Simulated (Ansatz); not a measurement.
Reaction (ligand exchange at a B–C bond): `CB(S)CF` + CH₃OH → `COB(C)S` + `CF`

Calculated with Ansatz (gas phase, PBE0-D4/def2-TZVP geometries, no zero-point term in ΔE). CCSD(T)/CBS is the MP2 limit (def2-TZVPP, def2-QZVPP) plus CCSD(T) − MP2 in def2-TZVPP, frozen cores. This one scheme is used for every species. Functionals use def2-TZVPP. B3LYP here is the variant with VWN-RPA as its local correlation; programs differ in this. Each species was taken in one conformer, which may not be the lowest.

Q: Is it downhill or uphill in electronic energy at CCSD(T)/CBS, and by how much? (Best estimate.)

A: Ansatz gave: Downhill: ΔE = -129.2 kJ/mol.

Q: What do these levels give: r2SCAN-D4, ωB97M-V, B2PLYP, PBE0, B3LYP, HF/def2-TZVPP, MP2/def2-TZVPP, CCSD/def2-TZVPP, CCSD(T)/def2-TZVPP, HF/def2-QZVPP, SCS-MP2/def2-QZVPP, CCSD/CBS(def2)? (An estimate is asked.)

A: Computed: r2SCAN-D4 -127.5, ωB97M-V -127.3, B2PLYP -131.1, PBE0 -122.4, B3LYP -127.9, HF/def2-TZVPP -135.6, MP2/def2-TZVPP -133.6, CCSD/def2-TZVPP -130.5, CCSD(T)/def2-TZVPP -131.0, HF/def2-QZVPP -136.3, SCS-MP2/def2-QZVPP -133.3, CCSD/CBS(def2) -128.6 kJ/mol.

Largest T1 diagnostic among the species: 0.012.
